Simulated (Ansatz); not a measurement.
Relaxation of BF₃H (5 atoms, charge 0, multiplicity 2), to a largest force component of 0.03 eV/Å in at most 50 steps.

Method: UKS PBE/def2-SVP (Ansatz 0.2.0).

```xyz
5
Properties=species:S:1:pos:R:3:forces:R:3
B 0.000 0.351 -0.460 0.00 0.21 0.07
F 0.000 0.579 2.046 0.00 0.30 -0.17
F 1.146 -0.305 -0.414 0.09 -0.10 0.01
F -1.146 -0.305 -0.414 -0.09 -0.10 0.01
H 0.000 -0.321 2.281 0.00 -0.30 0.07
```

Where does it end, and by what steps?

It converged. The force dipped under the threshold on the way, but the program's further checks kept it going. After 18 steps the energy has fallen by 0.050 eV; H5 moved furthest, 0.60 Å.

```csv
step,energy less start (eV),largest force component (eV/Å),accepted
0,0.0000,0.304,yes
1,-0.0088,0.189,yes
2,0.0050,0.279,no
3,-0.0145,0.068,yes
4,-0.0146,0.017,yes
5,-0.0147,0.072,yes
6,-0.0149,0.040,yes
7,-0.0162,0.038,yes
8,0.0395,2.020,no
9,-0.0195,0.292,yes
10,-0.0171,0.924,no
11,-0.0240,0.219,yes
12,-0.0283,0.191,yes
13,-0.0349,0.191,yes
14,-0.0451,0.117,yes
15,-0.0460,0.057,yes
16,0.0468,2.421,no
17,-0.0487,0.071,yes
18,-0.0505,0.007,yes
```

```xyz
5
Properties=species:S:1:pos:R:3
B -0.031 0.353 -0.274
F -0.290 0.387 1.984
F 1.012 -0.465 -0.071
F -1.196 -0.159 -0.630
H 0.504 -0.115 2.032
```

Whether the end is a true minimum wasn't checked by a vibrational analysis.

The run took 70 s on 1 thread of Intel(R) Xeon(R) Processor @ 2.50GHz (Skylake/Cascade Lake) (shared host), peak memory 0.13 GiB.
